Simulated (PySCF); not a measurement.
GeOF, SMILES [O]=[Ge][F], multiplicity 2.

The structure is a stationary point at B3LYP-D3(BJ)/def2-TZVP.

Level of theory: TDA-LC-ωPBE/def2-SVPD (PySCF).

Vertical excitations. 

Computed UV-visible absorptions:
```
state    energy (eV)  λ (nm)      f                                                                                          main pairs
-------  -----------  ------  -----  --------------------------------------------------------------------------------------------------
root 1          1.38     899  0.011                                                                                    β HOMO→LUMO 88 %
root 2          1.43     869  0.001                                                                                  β HOMO−1→LUMO 96 %
root 3          4.06     305  0.052                                                               α HOMO−1→LUMO 7 %, β HOMO−2→LUMO 80 %
root 4          4.23     293  0.013                                                                α HOMO→LUMO 70 %, β HOMO→LUMO+1 25 %
root 5          5.22     237  0.000                                                            α HOMO−1→LUMO 43 %, β HOMO−1→LUMO+1 51 %
root 6          5.38     230  0.051                                                                α HOMO→LUMO 25 %, β HOMO→LUMO+1 68 %
root 7          5.98     207  0.001                                                                                  α HOMO−2→LUMO 93 %
root 8          6.14     202  0.005                                                                                  β HOMO−3→LUMO 93 %
root 9          6.22     199  0.007                                                                                  β HOMO−4→LUMO 94 %
root 10         7.01     177  0.028  α HOMO−1→LUMO 27 %, α HOMO→LUMO+3 9 %, α HOMO→LUMO+2 6 %, β HOMO−1→LUMO+1 25 %, β HOMO→LUMO+3 14 %
```
Unrestricted roots are not spin-pure.
